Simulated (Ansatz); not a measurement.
Energy profile

The step: C₂H₃ ([CH][CH2]) + GeH₄ → C₂H₄ (C=C) + GeH₃; bonds formed: H1–C3; bonds broken: H1–Ge2 (atoms numbered as in the saddle structure below).

```xyz
10
angstrom
H 0.3869 -0.4468 0.1040
Ge 1.8801 -0.1644 0.5463
C -1.3956 -0.5520 -0.4115
C -1.9240 0.6319 -0.5564
H 2.0616 1.3399 0.8083
H 2.2007 -0.9415 1.8329
H 2.8484 -0.6022 -0.5640
H -1.7406 -1.5713 -0.5181
H -2.9646 0.7652 -0.8567
H -1.3529 1.5413 -0.3848
```

Electronic energies by CCSD(T) at an estimated basis limit (MP2 extrapolated from triple and quadruple zeta, plus CCSD(T) − MP2 in triple zeta), on PBE0-D4/def2-TZVP structures; C2H7Ge, doublet; no counterpoise correction; spin–orbit coupling, which lowers free halogen atoms and radicals such as OH and SH, is left out. Ansatz 0.2.0; basis: def2-TZVPP and def2-QZVPP; cores frozen in the correlated methods; orbitals are unrestricted. Filled d shells of the heavier atoms are correlated. The def2 sets are not built for correlating such inner shells, so the correlated values are less sure here. Extrapolation: Hartree–Fock as exp(−7.88 √X), correlation as X^−2.97.

(1) Give the profile in eV, counted from the separated reactants. (Judge from chemistry; the value comes from the calculation.)

The T1 diagnostic stays at or below 0.042. ⟨S²⟩ of the unrestricted Hartree–Fock references: 0.75 to 0.96 (a pure state has 0.75). The unrestricted reference is spin-contaminated, which hurts MP2 most. The start structure is not quite a true minimum (one mode of 33i cm⁻¹).

Results:

(1) The calculation gives:
```json
{"point": "separated: GeH4 (H1, Ge2, H5, H6, H7; singlet) + C2H3 (linked as [CH][CH2]; C3, C4, H8, H9, H10; doublet)", "eV": "0.000"}
{"point": "start structure", "eV": "-0.038"}
{"point": "saddle", "eV": "0.109"}
{"point": "end structure", "eV": "-1.254"}
{"point": "separated: C2H4 (linked as [CH2][CH2]; H1, C3, C4, H8, H9, H10; singlet) + GeH3 (Ge2, H5, H6, H7; doublet)", "eV": "-1.200"}
```

Radical steps of this kind take place in plasma deposition and etching.

For scale, one of the runs: CCSD(T)/def2-TZVPP, 208 basis functions, launched by `ansatz run in.yaml --threads 8 --pin off --events-out ev --progress --plain --max-ram 19148MiB`. The run took 36 s on 8 CPU threads of an Intel Xeon 6975P-C (shared host), with 8.1 GiB of host memory at its peak.
